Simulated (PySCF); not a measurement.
FI3Sn. Atoms are numbered in the order given.

```xyz
5

F      0.0000     0.0000     2.4185
Sn     0.0000     0.0000     0.4774
I      2.2346     1.2902    -0.2870
I      0.0000    -2.5803    -0.2870
I     -2.2346     1.2902    -0.2870
```

Geometry optimised at B3LYP-D3(BJ)/def2-SVP. The structure was generated by enumeration; whether it is a known compound was not checked. The def2 effective core potentials stand for the cores of I, Sn; spin–orbit coupling is left out.

The numbers are results of PBE/def2-TZVP in PySCF, not measurements.

The molecule is in vacuum.

Problem. Estimate the frontier levels, gap, dipole moment and polarisability. (The exact figures need the calculation; the answer reports its results.)

Solution. 
```
Quantity                                                                                                          Result
---------------------------------------------------------------------------------------------  -------------------------
highest occupied level                                                                                          -6.97 eV
lowest empty level                                                                                              -4.55 eV
orbital gap                                                                                                      2.42 eV
dipole moment                                                                                                     1.88 D
quadrupole, principal values (traceless, Buckingham form, about the centre of nuclear charge)     -10.55, 5.28, 5.28 D·Å
mean static polarisability                                                                        147.8 bohr³ (21.91 Å³)
polarisability, principal values                                                               102.5, 170.5, 170.5 bohr³
```
